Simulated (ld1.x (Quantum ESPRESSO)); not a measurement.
What one change does to a pseudopotential (Al (Z = 13), RRKJ)

- Element: Al
- Generator: ld1.x (Quantum ESPRESSO) 7.5
- Type: norm-conserving RRKJ (Kleinman–Bylander form)
- Functional: PBE
- Relativity: fully relativistic
- Frozen core: [Ne]
- Valence charge: 3
- Reference configuration: 3s2 3p0.5 (charge +0.5)
- Partial waves: 3p (bound): rc 2.00 bohr; 3s (bound): rc 1.90 bohr
- Local potential: the s channel
- Core correction: Bessel-smoothed model core inside 0.95 bohr

Open shells are filled in proportion to 2j + 1 (rel_dist='average').

Change: all radii but the core radius scaled by about 1.37 (s 2.60, p 2.74 bohr).

Cutoffs: the cutoffs (Ry, on a coarse ladder) from which the occupation-weighted sum of valence levels, in a spherical-Bessel basis at the reference potential, stays within 10 and 1 mRy of its value at 400 Ry; they do not see the model core or the augmentation charge, which bear on the density cutoff. Errors are all-electron minus pseudo energies relative to the spin-unpolarised reference configuration.

How do hardness, ghosts and transferability respond?

The potential gets softer (10 Ry and 30 Ry → 8 Ry and 18 Ry); of the 7 tests that both files solve, the error grows in 6 and shrinks in 1 by more than 15 % and 0.3 meV (median size 0.8 → 4.8 meV); neither file shows a bound ghost. A larger radius leaves more room for a smooth pseudo-wave, so fewer plane waves are needed.

| quantity | base | changed |
| --- | --- | --- |
| cutoff, loose | 10 Ry | 8 Ry |
| cutoff, tight | 30 Ry | 18 Ry |
| bound ghosts | none | none |
| error for 3s2 3p1, meV [ΔE -2.09 eV] | +0.4 | +0.9 |
| error for 3s2 3p0, meV [ΔE 3.68 eV] | +0.6 | +1.9 |
| error for 3s1 3p0, meV [ΔE 22.90 eV] | +7.7 | +4.8 |
| error for 3s0 3p3, meV [ΔE 8.36 eV] | -11 | -79 |
| error for 3s2 3p1.3, meV [ΔE -2.66 eV] | +0.8 | +1.7 |
| error for 3s1 3p1, meV [ΔE 9.49 eV] | +0.6 | -15 |
| error for 3s1 3p2, meV [ΔE 3.05 eV] | -3.2 | -20 |
